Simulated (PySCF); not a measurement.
A PySCF script (with the pyscf-properties extension) for the NMR shieldings of `C1[C@]2(O[SiH2]CCN)[C@H]1C2`, C6H13NOSi, on a GFN2-xTB geometry:

```python
import basis_set_exchange as bse
import numpy as np
from pyscf import gto, dft
from pyscf.prop import nmr

atoms = """
N    -4.001115   -0.010353    0.434229
C    -2.641739    0.157863   -0.047994
C    -1.920836   -1.149432   -0.398936
Si   -0.147084   -0.903241   -1.007430
O     0.538435   -0.080060    0.217662
C     1.812706    0.331332    0.375289
C     2.848274    0.782721   -0.600279
C     3.148576   -0.329736    0.364468
C     2.662852    0.377145    1.600269
H    -4.005908   -0.582484    1.273144
H    -4.561171   -0.490805   -0.263373
H    -2.082078    0.686985    0.726357
H    -2.686262    0.800731   -0.931043
H    -2.482218   -1.666998   -1.179567
H    -1.933793   -1.802196    0.477469
H     0.535918   -2.183502   -1.232426
H    -0.096071   -0.121800   -2.248138
H     2.691720    0.513948   -1.637750
H     3.326832    1.746570   -0.460863
H     3.500933   -1.324985    0.209635
H     3.126219    1.315138    1.888901
H     2.355399   -0.233746    2.439527
"""
names = dict.fromkeys(["N", "C", "Si", "O", "H"], "pcSseg-1")
basis = {el: gto.basis.parse(bse.get_basis(n, elements=[el], fmt="nwchem")) for el, n in names.items()}
mol = gto.M(atom=atoms, basis=basis, charge=0, verbose=0)
mf = dft.RKS(mol, xc="PBE0")
mf.grids.level = 2
mf.grids.alignment = dft.numint.BLKSIZE   # the property module wants whole blocks of grid points
mf.conv_tol = 1e-9
mf.kernel()

calc = nmr.RKS(mf)   # GIAO
C = mf.mo_coeff
Co = C[:, mf.mo_occ > 0]
resp = mf.gen_response(singlet=True, hermi=2)
def vind(x):   # induced exchange potential for any number of trial vectors
    d = np.einsum("pi,xij,qj->xpq", C, 2 * x.reshape(-1, C.shape[1], Co.shape[1]), Co, optimize=True)
    return np.einsum("xpq,pi,qj->xij", resp(d - d.transpose(0, 2, 1)), C, Co, optimize=True).ravel()
mo1, _ = nmr.rhf.solve_mo1(calc, with_cphf=vind)
sigma = calc.kernel(mo1)
for i, s in enumerate(sigma):   # ppm
    w = np.linalg.eigvalsh((s + s.T) / 2)
    print("%2d %-2s iso %8.1f  s11 %8.1f  s22 %8.1f  s33 %8.1f" % (i, mol.atom_pure_symbol(i), w.mean(), *w))
```

Q: Give the expected output.

A: 
```
 0 N  iso    213.7  s11    189.8  s22    209.3  s33    242.0
 1 C  iso    143.7  s11    118.1  s22    144.5  s33    168.4
 2 C  iso    159.3  s11    138.9  s22    158.3  s33    180.6
 3 Si iso    374.5  s11    324.1  s22    361.1  s33    438.3
 4 O  iso    329.9  s11    290.0  s22    339.6  s33    360.0
 5 C  iso    133.3  s11    100.6  s22    114.1  s33    185.1
 6 C  iso    153.8  s11    142.8  s22    148.0  s33    170.4
 7 C  iso    183.5  s11    154.4  s22    195.7  s33    200.4
 8 C  iso    150.0  s11    138.3  s22    143.1  s33    168.7
 9 H  iso     31.2  s11     24.9  s22     29.3  s33     39.4
10 H  iso     31.2  s11     25.0  s22     29.0  s33     39.5
11 H  iso     28.6  s11     21.7  s22     30.4  s33     33.6
12 H  iso     28.9  s11     23.1  s22     30.2  s33     33.5
13 H  iso     31.4  s11     27.9  s22     29.9  s33     36.4
14 H  iso     30.7  s11     27.5  s22     30.1  s33     34.5
15 H  iso     27.0  s11     23.1  s22     26.3  s33     31.7
16 H  iso     26.9  s11     23.0  s22     26.2  s33     31.5
17 H  iso     29.8  s11     24.7  s22     27.3  s33     37.3
18 H  iso     31.0  s11     25.7  s22     27.4  s33     39.9
19 H  iso     29.8  s11     25.2  s22     27.0  s33     37.2
20 H  iso     30.9  s11     25.8  s22     27.5  s33     39.4
21 H  iso     29.8  s11     25.1  s22     26.4  s33     37.8
```

These numbers come from an equivalent density-fitted implementation of the same equations, which agrees with the script to about 0.01 ppm for H and up to a few tenths of a ppm for heavy atoms, so last digits may differ.

Q: Turn these shieldings into chemical shifts. Chemical shifts δ = σref − σ; NH3 for ¹⁵N (σ = 267.73 ppm); ¹³C (σ = 186.93 ppm), ²⁹Si (σ = 349.16 ppm), ¹H (σ = 31.72 ppm) vs TMS; ¹⁷O (σ = 336.08 ppm) vs H2O, all at this level.

A: Averaging equivalent atoms: N 0: 54.0; C 5: 53.7; C 1: 43.3; C 6/8: 35.0; C 2: 27.7; C 7: 3.4; Si 3: -25.3; O 4: 6.2; H 15/16: 4.76; H 11/12: 2.96; H 17/21: 1.93; H 19: 1.90; H 18/20: 0.76; H 13/14: 0.66; H 9/10: 0.55 ppm. Experimental scales use liquid or dissolved standards, which lie at an offset from isolated NH3 (liquid NH3: subtract about 20 ppm) and H2O (liquid H2O: subtract about 36 ppm).

Size and cost of the density-fitted run: 225 basis functions, 50 s wall time on 1 thread of an Arm Neoverse V2, shared host; peak memory 1.1 GiB.
